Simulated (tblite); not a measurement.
Compound: C6H12F2Si.
Structure used (GFN2-xTB), in Å, numbered top down from 1:
```
atom  x, y, z in Å
C1    -2.8236   -0.4120    0.5122
C2    -1.8303    0.6986    0.8629
C3    -0.6000    0.6127   -0.0032
C4     0.4859   -0.0679    0.3494
Si5    2.0556   -0.3119   -0.6590
C6     3.2532   -1.2446    0.5220
F7     2.6670   -2.4099    0.9850
C8    -0.7406    1.3501   -1.3015
F9     0.2478    1.0491   -2.2057
H10   -3.7004   -0.3476    1.1519
H11   -3.1478   -0.3322   -0.5226
H12   -2.3601   -1.3855    0.6516
H13   -1.5441    0.5974    1.9107
H14   -2.3120    1.6706    0.7310
H15    0.4558   -0.5557    1.3167
H16    2.7309    0.9469   -0.9874
H17    1.8400   -1.1677   -1.8250
H18    3.5222   -0.6679    1.4105
H19    4.1751   -1.5460    0.0207
H20   -0.6911    2.4342   -1.1331
H21   -1.6923    1.1063   -1.7878
```

Calculated harmonic vibrations of the isolated species, GFN2-xTB (tblite), most abundant isotopes, no scaling. This tight-binding method is rough: wavenumbers can miss measured ones by several per cent, in bad cases by 10 to 20. Modes of hydrogen on silicon can be 10 to 20 % off. One conformer, not necessarily the lowest.

Harmonic wavenumbers (cm⁻¹): 31.7, 41.2, 69.6, 78.0, 113.2, 133.4, 150.0, 198.5, 259.6, 267.5, 314.3, 340.4, 481.3, 493.1, 537.2, 619.3, 661.4, 715.3, 747.0, 768.4, 792.9, 812.1, 822.2, 905.8, 964.0, 992.4, 1024.2, 1057.6, 1079.3, 1083.6, 1145.6, 1210.3, 1210.7, 1233.4, 1282.5, 1292.7, 1314.8, 1338.5, 1409.3, 1425.6, 1458.5, 1484.4, 1497.7, 1501.4, 1691.9, 2241.5, 2272.4, 2899.6, 2929.0, 2953.3, 2967.9, 2968.9, 2993.0, 3034.1, 3036.9, 3040.6, 3046.6.

A = 1810, B = 725.1, C = 557.1 MHz; mass 150.068 u (most abundant isotopes); point group C1, symmetry number 1.

**Question.** Zero-point energy?

**Answer.** ½Σν̃ = 35718 cm⁻¹ = 427.28 kJ/mol.

**Question.** What is S at 298.15 K and 1 bar for an ideal gas of classical rigid rotors and harmonic oscillators?

**Answer.** Translation 171.35, rotation 127.46, vibration 171.06: S = 469.9 J/(mol K).

**Question.** And Cp and H(298.15 K) − H(0)?

**Answer.** Cp = 186.06 J/(mol K), of which vibrations give 152.80 (their classical limit is 57 R = 473.9); H(298.15 K) − H(0) = 34.75 kJ/mol without the zero-point energy, 24.83 from vibrations.

**Question.** Blend soft modes into free rotors: weight 1/[1 + (100 cm⁻¹/ν̃)⁴] for the oscillator and the rest for a rotor with moment μB/(μ + B), μ = h/(8π²ν), B = 10⁻⁴⁴ kg m². What vibrational entropy results?

**Answer.** 151.03 J/(mol K) in place of 171.06, which changes −T·S at 298.15 K by +5.97 kJ/mol.

**Question.** How do the functions run with temperature in this model?

**Answer.** 
```json
{"T (K)": "100", "S (J/(mol K))": "324.0", "Cp (J/(mol K))": "97.9", "H − H(0) (kJ/mol)": "6.74", "G − H(0) (kJ/mol)": "-25.66", "ln q(vib)": "3.29"}
{"T (K)": "200", "S (J/(mol K))": "405.2", "Cp (J/(mol K))": "141.2", "H − H(0) (kJ/mol)": "18.71", "G − H(0) (kJ/mol)": "-62.33", "ln q(vib)": "7.14"}
{"T (K)": "300", "S (J/(mol K))": "471.0", "Cp (J/(mol K))": "186.9", "H − H(0) (kJ/mol)": "35.09", "G − H(0) (kJ/mol)": "-106.21", "ln q(vib)": "10.62"}
{"T (K)": "500", "S (J/(mol K))": "586.8", "Cp (J/(mol K))": "269.6", "H − H(0) (kJ/mol)": "81.14", "G − H(0) (kJ/mol)": "-212.28", "ln q(vib)": "17.05"}
{"T (K)": "800", "S (J/(mol K))": "732.8", "Cp (J/(mol K))": "350.5", "H − H(0) (kJ/mol)": "175.23", "G − H(0) (kJ/mol)": "-410.97", "ln q(vib)": "25.90"}
{"T (K)": "1000", "S (J/(mol K))": "814.9", "Cp (J/(mol K))": "385.6", "H − H(0) (kJ/mol)": "249.03", "G − H(0) (kJ/mol)": "-565.92", "ln q(vib)": "31.28"}
```

q(vib) and H(0) count from the zero-point level.

Hindered rotation and anharmonicity are outside this model. Other conformers, if any are populated, would add a mixing term that is left out. The structure is chiral; the term R ln 2 for an equal mix with its mirror image is left out.
